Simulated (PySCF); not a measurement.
**Shapes and spin states of [RhO2]+**

Method: PBE0/[Rh def2-TZVP with ECP28, O def2-TZVP], scalar-relativistic core potentials, density fitting, no spin–orbit coupling, PySCF.

Relaxations began from a few typed shapes and spin states; open shells are unrestricted. The search is not exhaustive: other isomers or separated fragments can lie lower, and high-lying points may rest on an excited occupation.

| spin | group | bonds | angles | imaginary modes (cm⁻¹) | ΔE (kJ/mol) | ΔE with ZPE (kJ/mol) |
| --- | --- | --- | --- | --- | --- | --- |
| quintet | Cs | O–O 1.193 Å, Rh–O 2.205 Å | O–O–Rh 150.3° | none | 0.0 | 0.0 |
| triplet | C2v | O–O 1.238 Å, Rh–O 1.960 Å (×2) | O–O–Rh 71.6° (×2), O–Rh–O 36.8° | none | 10.5 | 11.9 |
| quintet | Cs | O–O 1.193 Å, Rh–O 2.447 Å | O–O–Rh 132.9° | none | 14.9 | 14.8 |
| quintet | C2v | O–O 1.203 Å |  | 164i | 29.7 | – |
| singlet | C2v | Rh–O 1.628 Å (×2) | O–Rh–O 151.6° | none | 57.0 | 59.2 |
| singlet (closed shell, unstable to spin polarisation) | D∞h | Rh–O 1.640 Å (×2) | O–Rh–O 180.0° | 206i, 206i | 70.1 | – |
| singlet (closed shell, unstable to spin polarisation) | Cs | O–O 1.197 Å, Rh–O 1.731 Å, Rh–O 2.522 Å | O–O–Rh 37.4°, O–O–Rh 117.8°, O–Rh–O 24.8° | none | 80.9 | 84.4 |
| quintet | C2v | Rh–O 1.721 Å (×2) | O–Rh–O 105.1° | none | 108.5 | 107.2 |

The lowest minimum found is the quintet Cs: O–O 1.193 Å, Rh–O 2.205 Å; O–O–Rh 150.3°.

For the lowest minimum: other spin states or occupations of the open shell can lie lower.
